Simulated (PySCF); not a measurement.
A structure optimised at PBE-D3(BJ)/def2-SVP, used in a PySCF frequency run:

```
Si
O 1 1.6627
H 2 0.9739 1 114.06
O 1 1.6678 2 104.98 3 -37.88
H 4 0.9732 1 114.21 2 178.96
N 1 1.7164 2 112.26 3 -161.91
H 6 1.0218 1 118.00 2 -94.45
H 6 1.0230 7 111.36 1 -142.69
Cl 1 2.0872 2 111.32 3 80.86
```

**Question.** Write its SMILES and formula.

**Answer.** N[Si](O)(O)Cl, ClH4NO2Si

**Question.** What are its rotational constants (standard atomic weights)?

**Answer.** 3.7410, 2.3653, 2.2526 GHz
